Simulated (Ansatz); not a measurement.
Reactions of `FC[SiH]([SiH3])[SiH3]`.

Computed with Ansatz on PBE0-D4/def2-TZVP structures; ΔE is electronic, products minus reactants. CCSD(T)/CBS is the MP2 limit (def2-TZVPP, def2-QZVPP) plus CCSD(T) − MP2 in def2-TZVPP, frozen cores. This one scheme is used for every species. DFT in def2-TZVPP. No spin–orbit coupling; open shells (•) take unrestricted orbitals. For Ge outer-core shells are correlated without core-valence functions, which leaves a few kJ/mol of doubt a bond. Scalar relativity is left out up to krypton. One conformer a species, not always the lowest.

| reaction | CCSD/CBS(def2) (eV) | HF/CBS(def2) (eV) | ωB97X-V (eV) |
| --- | --- | --- | --- |
| `FC[SiH]([SiH3])[SiH3]` + `FCS` → `FCS[SiH3]` + `FC[SiH2][SiH3]` | -0.48 | -0.58 | -0.46 |
| `FC[SiH]([SiH3])[SiH3]` + H₂S → `FC[SiH]([SiH3])S` + SiH₄ | -0.54 | -0.64 | -0.52 |
| `FC[SiH]([SiH3])[SiH3]` + `CSC(C)C` → `C[SiH]([SiH3])CF` + `CC(C)S[SiH3]` | -1.03 | -1.09 | -0.98 |
| `FC[SiH]([SiH3])[SiH3]` + CH₄ → `C[SiH]([SiH3])CF` + SiH₄ | 0.10 | 0.00 | 0.11 |
| `FC[SiH]([SiH3])[SiH3]` + `[AlH3]` → `[AlH2][SiH]([SiH3])[SiH3]` + fluoromethane | -0.51 | -0.44 | -0.46 |
| `FC[SiH]([SiH3])[SiH3]` → `[CH2]F`• + `[SiH3][SiH][SiH3]`• | 3.38 | 2.32 | 3.48 |
| `FC[SiH]([SiH3])[SiH3]` → `C[SiH2][SiH](F)[SiH3]` | -2.39 | -2.41 | -2.27 |
| `FC[SiH]([SiH3])[SiH3]` + `C[O][GeH]([OH])[Cl]` → `C[O][GeH]([Cl])[O][SiH3]` + `FC[SiH2][SiH3]` | -1.02 | -1.29 | -0.96 |
| `FC[SiH]([SiH3])[SiH3]` + `C=O` → `O=C[SiH]([SiH3])[SiH3]` + fluoromethane | -0.08 | -0.08 | -0.07 |

Problem. Give the CCSD(T)/CBS values in the same order. (Estimate.)

Solution. Computed: -0.47, -0.54, -1.02, 0.12, -0.53, 3.47, -2.37, -0.98, -0.09 eV.

Largest T1 diagnostic: 0.016, for `O=C[SiH]([SiH3])[SiH3]`.
